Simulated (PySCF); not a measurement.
B3LYP has the VWN-RPA correlation part, as in Gaussian. Excitations are Tamm–Dancoff values on a coarser integration grid. The basis has no diffuse functions, so Rydberg states are missing or too high.

Cartesian coordinates (Å):
SMILES: [SH][Ga]([SH])[Br]
```xyz
6

S     -1.6669    -1.0736     0.0840
Ga    -0.2427     0.6020     0.2357
S      1.8946     0.5413    -0.2995
Br    -1.0603     2.5957     1.0233
H     -0.7519    -1.9338    -0.3969
H      1.8637    -0.7504    -0.6722
```
Charge 0, spin multiplicity 1.

What is the computed brightest of the four lowest singlets (TDA), HOMO–LUMO gap, HOMO, dipole moment and S1 excitation (TDA) (B3LYP-D3(BJ)/def2-TZVP (PySCF))?


The brightest of the four lowest singlets (TDA) is 5.71 eV. The HOMO–LUMO gap comes out as 5.88 eV and the HOMO comes out as -7.65 eV. The dipole moment comes out as 0.491 e·Å and the S1 excitation (TDA) is 4.80 eV.
